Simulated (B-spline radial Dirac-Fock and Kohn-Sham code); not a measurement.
# Kr²⁺: scattering cross sections and density moments

System: the Kr²⁺ ion, 1s2 2s2 2p6 3s2 3p6 3d10 4s1 4p5 (not the ground configuration).

Level of theory: Dirac-Fock densities; a radial finite-basis atomic code.

* Sum of ⟨r⟩: 21.44 bohr
* Sum of ⟨r²⟩: 26.67 bohr²
* Sum of ⟨1/r⟩: 186.23 per bohr
* Langevin diamagnetic susceptibility: -21.1 × 10⁻⁶ cm³/mol
* Lamb shielding (α²/3)Σ⟨1/r⟩: 3306 ppm

Coherent scattering is the Thomson cross section weighted by f₀², without anomalous dispersion; incoherent scattering is Klein-Nishina weighted by S. The Lamb formula is the non-relativistic shielding expression. Electron correlation is left out.

```tsv
hν (keV)	coherent (b)	incoherent (b)	incoherent per electron (b)
1	741.6	0.5344	0.0157
8.0478	320.8	7.044	0.207
10	258.3	8.258	0.243
30	61.19	14.25	0.419
50	27.19	15.61	0.459
100	8.249	15.34	0.451
200	2.312	13.35	0.393
1000	0.09992	7.157	0.210
```

Incoherent scattering overtakes coherent scattering between 50 and 100 keV.

Values without a named source are computed, but for edge energies of neutral atoms, which are taken from tables.
